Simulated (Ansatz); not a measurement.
```yaml
crystal:
  periodic: [false, false, false]
  atoms:
    - {symbol: C, position_ang: [-1.688763, -0.750595, -2.057049]}
    - {symbol: N, position_ang: [-0.855352, -0.935509, -0.898557]}
    - {symbol: C, position_ang: [-1.248193, -2.071331, -0.102153]}
    - {symbol: Ge, position_ang: [-0.190648, 0.533726, -0.007452]}
    - {symbol: C, position_ang: [0.307604, 1.859630, -1.353819]}
    - {symbol: C, position_ang: [-1.428000, 1.276895, 1.309986]}
    - {symbol: N, position_ang: [1.246449, -0.159370, 0.913921]}
    - {symbol: C, position_ang: [1.764051, 0.540525, 2.059832]}
    - {symbol: C, position_ang: [2.276822, -0.808994, 0.142562]}
    - {symbol: H, position_ang: [-1.343315, 0.096291, -2.653747]}
    - {symbol: H, position_ang: [-1.649878, -1.639818, -2.700135]}
    - {symbol: H, position_ang: [-2.751656, -0.579674, -1.811587]}
    - {symbol: H, position_ang: [-0.584391, -2.172488, 0.759255]}
    - {symbol: H, position_ang: [-1.175809, -2.994938, -0.691467]}
    - {symbol: H, position_ang: [-2.285650, -2.004441, 0.268335]}
    - {symbol: H, position_ang: [-0.571157, 2.327772, -1.800674]}
    - {symbol: H, position_ang: [0.907497, 2.641903, -0.884476]}
    - {symbol: H, position_ang: [0.900385, 1.397398, -2.144701]}
    - {symbol: H, position_ang: [-2.383483, 1.490392, 0.826685]}
    - {symbol: H, position_ang: [-1.600959, 0.563438, 2.117208]}
    - {symbol: H, position_ang: [-1.048538, 2.206600, 1.737436]}
    - {symbol: H, position_ang: [2.480382, 1.339806, 1.800548]}
    - {symbol: H, position_ang: [2.291562, -0.155754, 2.725201]}
    - {symbol: H, position_ang: [0.955107, 0.991655, 2.638356]}
    - {symbol: H, position_ang: [2.800607, -1.554455, 0.755357]}
    - {symbol: H, position_ang: [1.834809, -1.329213, -0.710014]}
    - {symbol: H, position_ang: [3.040507, -0.109450, -0.238852]}
basis:
  gaussian: {orbitals: def2-TZVPP, fitting: {mean_field: cc-pVTZ-jkfit}, point_charges: [{charge: 0.50, position_ang: [7.819, 0.136, -0.189]}]}
total_charge: 1
magnetization: {spin_polarized: false, initial_magnetization: 1}
hamiltonian: {xc: {name: B3LYP}}
output: {forces: true}
```

```sh
$ ansatz run in.yaml --threads 4 --pin off --events-out ev --progress --plain --max-ram 46080MiB --backend cuda --devices 0, --max-vram 37GiB
```

Output, abridged:

```
Functional definition: B3LYP
1379 factors; integrals over basis functions are off by at most 6.9e-1 eV
mean field evaluation 1: about -65978.1584 eV, gradient 1.2e2 eV
mean field evaluation 2: about -65978.1551 eV, gradient 1.2e2 eV
mean field evaluation 4: about -66000.9763 eV, gradient 6.9e1 eV
mean field evaluation 8: about -66009.3775 eV, gradient 2.7e1 eV
mean field evaluation 16: about -66011.6452 eV, gradient 1.2e-2 eV
mean field -66011.64519295 eV, -2425.8832165406 hartree, gradient 6.1e-6 eV, S^2 0.750000; 5 other end points of the search recorded, 0 dependent functions left out
reference -66011.64556812 eV, -2425.8832303279 hartree; 50, 49 occupied and 498, 499 virtual orbitals, 1379 factors
Total energy: -66011.64556812 eV, -2425.8832303279 hartree
Atom 0 at    -1.688763    -0.750595    -2.057049 Å, force     0.077434     0.258165    -0.958457 eV/Å
Atom 1 at    -0.855352    -0.935509    -0.898557 Å, force    -1.286889    -0.945575    -0.120214 eV/Å
Atom 2 at    -1.248193    -2.071331    -0.102153 Å, force     0.394118    -0.695983     0.329735 eV/Å
Atom 3 at    -0.190648     0.533726    -0.007452 Å, force    -0.281299     2.117071     0.232160 eV/Å
Atom 4 at     0.307604     1.859630    -1.353819 Å, force     0.239635    -0.096186    -0.212696 eV/Å
Atom 5 at    -1.428000     1.276895     1.309986 Å, force    -0.274009    -0.274723     0.163074 eV/Å
Atom 6 at     1.246449    -0.159370     0.913921 Å, force     0.990561    -0.095929     0.025420 eV/Å
Atom 7 at     1.764051     0.540525     2.059832 Å, force    -0.116114     0.214207     0.814343 eV/Å
Atom 8 at     2.276822    -0.808994     0.142562 Å, force     0.185155    -0.583988    -0.228048 eV/Å
Atom 9 at    -1.343315     0.096291    -2.653747 Å, force    -0.056724    -0.093870     0.101902 eV/Å
Atom 10 at    -1.649878    -1.639818    -2.700135 Å, force    -0.040383     0.020037     0.178913 eV/Å
Atom 11 at    -2.751656    -0.579674    -1.811587 Å, force     0.241216    -0.099751     0.142861 eV/Å
Atom 12 at    -0.584391    -2.172488     0.759255 Å, force    -0.106716     0.019848    -0.008037 eV/Å
Atom 13 at    -1.175809    -2.994938    -0.691467 Å, force    -0.128191     0.166765    -0.038584 eV/Å
Atom 14 at    -2.285650    -2.004441     0.268335 Å, force     0.188729     0.119430    -0.118476 eV/Å
Atom 15 at    -0.571157     2.327772    -1.800674 Å, force     0.038932    -0.061081     0.096088 eV/Å
Atom 16 at     0.907497     2.641903    -0.884476 Å, force    -0.067479    -0.057963    -0.009985 eV/Å
Atom 17 at     0.900385     1.397398    -2.144701 Å, force    -0.018297     0.100630    -0.007895 eV/Å
Atom 18 at    -2.383483     1.490392     0.826685 Å, force     0.072816     0.004467     0.035404 eV/Å
Atom 19 at    -1.600959     0.563438     2.117208 Å, force    -0.039063     0.077543    -0.015238 eV/Å
Atom 20 at    -1.048538     2.206600     1.737436 Å, force     0.057950    -0.078766    -0.136110 eV/Å
Atom 21 at     2.480382     1.339806     1.800548 Å, force    -0.129258    -0.172747    -0.091655 eV/Å
Atom 22 at     2.291562    -0.155754     2.725201 Å, force    -0.027028     0.031103    -0.140219 eV/Å
Atom 23 at     0.955107     0.991655     2.638356 Å, force     0.119789    -0.044434    -0.072563 eV/Å
Atom 24 at     2.800607    -1.554455     0.755357 Å, force    -0.044785     0.155957     0.015000 eV/Å
Atom 25 at     1.834809    -1.329213    -0.710014 Å, force     0.102052     0.043661    -0.007553 eV/Å
Atom 26 at     3.040507    -0.109450    -0.238852 Å, force    -0.205659    -0.031368     0.039341 eV/Å
Dipole moment:    -0.244088    -0.283317    -0.100511 e Å
```

Run time 36 s (4 threads of an AMD EPYC 7R13 on a shared host and a share of an NVIDIA H100 80 GB); peak host memory 1.2 GiB.
